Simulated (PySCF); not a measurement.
Input of a run (PBE0-D3(BJ)/def2-SVP geometry optimisation, gas phase (PySCF 2.14.0)), started from GFN2-xTB:
```
{"job": {"xc": "PBE0", "basis": "def2-SVP", "d3": "d3bj", "grid": 1, "shake": 0.01, "kind": "geom"}, "charge": 0, "multiplicity": 1}
C     -1.011790     1.515310     0.262270
C     -0.477470     0.369290    -0.034910
C     -1.245220    -0.916470     0.109070
Si     1.339000     0.247160    -0.661910
C      2.144450    -1.003570     0.449110
N      2.638280    -1.762520     1.145760
H     -2.040260     1.612530     0.612320
H     -0.486880     2.479000     0.152280
H     -1.287460    -1.426150    -0.820250
H     -2.236710    -0.742020     0.496150
H     -0.714670    -1.576110     0.822340
H      2.038800     1.508590    -0.527530
H      1.345760    -0.321920    -2.015030
```

Output (energies in Eh, forces in Eh/bohr):
```
step   0  E = -500.22643444  max force = 0.056497
step   1  E = -500.23339549  max force = 0.009924
step   2  E = -500.23364257  max force = 0.001305
step   3  E = -500.23366165  max force = 0.001370
step   4  E = -500.23367841  max force = 0.000448
step   5  E = -500.23368576  max force = 0.000369
optimisation converged
```

Problem. Summarise the run.

Solution. The energy falls by 19.0 kJ/mol over 6 energy and gradient evaluations, the largest force component goes from 0.0565 to 3.7e-04 Eh/bohr, and the atoms move by 0.077 Å rms after alignment. The bond that changes most is C2–Si4 (fully substituted alkene carbon to SiH2 silicon), which shortens by 0.055 Å. Bonds longer at the end by more than 0.005 Å: 8 of 12; shorter: 2. Among the angles that change most is H12–Si4–H13, from 114.9° to 110.9°. The energy never rose by more than 1e-6 Eh on the way. The first step brought 96 % of the lowering.

Problem. What are the final bond lengths?

Solution. C1=C2 1.341 Å, C2–C3 1.501 Å, C2–Si4 1.870 Å, Si4–C5 1.866 Å, C5≡N6 1.160 Å, C1–H7 1.097 Å, C1–H8 1.094 Å, C3–H9 1.103 Å, C3–H10 1.100 Å, C3–H11 1.103 Å, Si4–H12 1.488 Å, Si4–H13 1.491 Å. Numbering counts from 1 in the input's order; the species is `C=C(C)[SiH2]C#N`.

The run used 123 basis functions and 42 SCF cycles in all.

No frequency check. The numbers are those of one conformer.

The values belong to the conformer `[CH2:1]=[C:2]([CH3:3])[SiH2:4][C:5]#[N:6]`: C1–C2–Si4–C5 125°.
